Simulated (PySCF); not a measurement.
**Working with the constants of GaN⁻**

PBE0 constants of GaN⁻, ²Π (doublet), unpaired electrons π ↑ (Ga aug-pcseg-1, N aug-pcseg-1; no relativity (PySCF 2.14); masses 68.9256 and 14.0031 u):

* ωe: 680.5 cm⁻¹
* ωexe: 4.83 cm⁻¹
* Be: 0.42558 cm⁻¹
* αe: 0.00352 cm⁻¹
* D (centrifugal): 6.66e-07 cm⁻¹
* De to Ga⁻ + N: 3.32 eV

Task: Give the vibrational terms G(v) and spacings up to v = 3.

Result: G(v) = ωe(v+½) − ωexe(v+½)².

```tsv
v	G(v) (cm⁻¹)	G(v) − G(v−1)	Bv (cm⁻¹)
0	339		0.4238
1	1010	671	0.4203
2	1671	661	0.4168
3	2323	652	0.4133
```

Task: How well does the Morse estimate ωe²/(4ωexe) reproduce De, and what is D0?

Result: It gives 2.97 eV, 90 % of the computed De. D0 = De − G(0) = 3.32 − 0.04 = 3.28 eV.

Spin–orbit coupling is left out. For an ion De counts to the pair picked by the measured ionisation energies or electron affinities, which need not be the lowest pair at this level. The state was picked by a PBE0 search and need not be the measured ground state.
